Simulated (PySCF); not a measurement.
Compound: C7H9PS.
SMILES with atom numbers: `[CH2:1]=[C:2]([CH3:3])[PH:4][c:5]1[cH:6][cH:7][cH:8][s:9]1`

Cartesian coordinates in Å at the GFN2-xTB level; atoms count from 1:
```
atom  x, y, z in Å
C1     2.0309    1.9769   -0.0777
C2     0.9543    1.5004   -0.6852
C3    -0.3865    2.1644   -0.6392
P4     1.0158   -0.0040   -1.7410
C5     0.0271   -1.0915   -0.6726
C6    -1.1781   -1.6512   -0.9843
C7    -1.7194   -2.4251    0.0639
C8    -0.9191   -2.4452    1.1605
S9     0.5110   -1.5216    0.9436
H10    2.9903    1.4904   -0.1434
H11    1.9938    2.8826    0.5077
H12   -1.1421    1.4681   -0.2732
H13   -0.3688    3.0389    0.0072
H14   -0.6818    2.4712   -1.6431
H15    2.2542   -0.4373   -1.2545
H16   -1.6536   -1.5149   -1.9399
H17   -2.6594   -2.9443    0.0024
H18   -1.0774   -2.9516    2.0922
```

Definitions: NICS(0) = −σiso at the ring centroid; NICS(1) = −σiso and NICS(1)zz = −σzz at ±1 Å along the ring normal z. Level: GIAO PBE0/pcSseg-1 (PySCF, non-relativistic, gas phase) on the GFN2-xTB geometry, one conformer.

Ring bond lengths (Å), with Mayer bond orders in brackets: C5–C6 1.365 (1.56), C6–C7 1.411 (1.28), C7–C8 1.358 (1.58), C8–S9 1.716 (1.18), S9–C5 1.741 (1.13).

Problem. Give the NICS values of each ring in ppm.

Solution. 
| ring | type | NICS(0) | NICS(1), two faces | NICS(1)zz, two faces | rms pucker (Å) | centre to ring atoms, mean (Å) |
| --- | --- | --- | --- | --- | --- | --- |
| C5–C6–C7–C8–S9 | 5-membered ring with S; formal bonds all aromatic | -11.5 | -10.9 / -10.8 | -26.1 / -25.5 | 0.00 | 1.29 |

Problem. What can be read from them?

Solution. 
- C5–C6–C7–C8–S9: mean NICS(1)zz -25.8 ppm, shielded. For a flat ring without four-coordinate atoms the NICS criterion counts such a value as aromatic.

Problem. What does the geometric index give? HOMA takes Krygowski's 1993 parameters.

Solution. 
- C5–C6–C7–C8–S9: HOMA 0.79; the largest term is that of S9–C5, α(R − Ropt)² = 0.39. The geometric and the magnetic index point the same way.

Problem. How shielded are the nuclei of the rings and their hydrogens (means over atoms taken as equivalent)?

Solution. 
| atoms | environment | σ isotropic (ppm) | principal values of the symmetric part, first atom (ppm) |
| --- | --- | --- | --- |
| C5 | substituted aromatic carbon | 39.1 | -34.4, 18.4, 133.4 |
| C6 | aromatic CH carbon | 43.7 | -46.7, 37.3, 140.4 |
| C7 | aromatic CH carbon | 56.0 | -23.5, 43.6, 147.8 |
| C8 | aromatic CH next to a ring sulfur | 44.4 | -49.2, 41.0, 141.3 |
| S9 | thiophene-type sulfur | 239.8 | 73.5, 263.0, 383.0 |
| H16 | aromatic hydrogen | 24.22 | 21.4, 23.2, 28.0 |
| H17 | aromatic hydrogen | 24.62 | 21.5, 24.9, 27.5 |
| H18 | aromatic hydrogen | 24.21 | 21.5, 23.8, 27.3 |
